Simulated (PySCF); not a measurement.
## Correlation energy of Si⁺ (silicon, charge +1)

[Ne] 3s2 3p1, 2P determinant. Computed with PySCF 2.14 in dyall-acv3z (19s12p6d4f, 113 functions), with scalar relativity by spin-free X2C-1e. Frozen: 1s2; 11 electrons correlated; the 18 highest virtual orbitals of each spin left out.

```csv
level,correlation energy (mhartree)
CCSD,-356.02
(T),-4.59
CCSD(T),-360.61
```

Diagnostics: T1 = 0.0094, D1 = 0.0365, largest double amplitude 0.096.

Task: Is a single reference adequate?

Result: Mostly. T1 lies below 0.03, but a double amplitude of this size points to a near-degeneracy that CCSD handles and MP2 describes poorly.
